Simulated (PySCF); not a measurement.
A GIAO shielding run with PySCF 2.14.0 with density-fitted response routines (density fitting, non-relativistic, gas phase) on SMILES C[SiH2]/C=C\C(C)=S, C5H10SSi:

```
$ OMP_NUM_THREADS=1 python probes_run.py task.json out

{"job": {"kind": "nmr", "xc": "PBE0", "basis": "pcSseg-1"}, "charge": 0, "multiplicity": 1}
C      2.627874    -0.132956     0.718547
Si     1.436925    -1.312633    -0.180170
C      0.268018    -0.352311    -1.317510
C     -0.855532     0.309809    -1.004607
C     -1.401549     0.472727     0.314409
C     -2.778993     1.042593     0.406733
S     -0.576539     0.091125     1.677272
H      2.216794     0.866237     0.822952
H      2.845240    -0.501866     1.715466
H      3.568972    -0.054272     0.182380
H      0.714220    -2.244799     0.684789
H      2.225151    -2.130271    -1.124662
H      0.531242    -0.371807    -2.367392
H     -1.447550     0.766672    -1.793394
H     -3.103555     1.099049     1.442069
H     -3.477162     0.422698    -0.157038
H     -2.800554     2.042034    -0.029753
```

Hardware: 1 thread of an Arm Neoverse N1, shared host. The job also computes population analyses, field gradients.

(1) How large is the calculation?

(2) How long does it take, and how much memory does it need?

## Answers

(1) 70 electrons, 183 basis functions and 993 auxiliary functions.

(2) 59 s of wall time, with 14 SCF cycles and 5 response iterations; peak memory 0.88 GiB. Times on a shared host scatter by some tens of per cent.
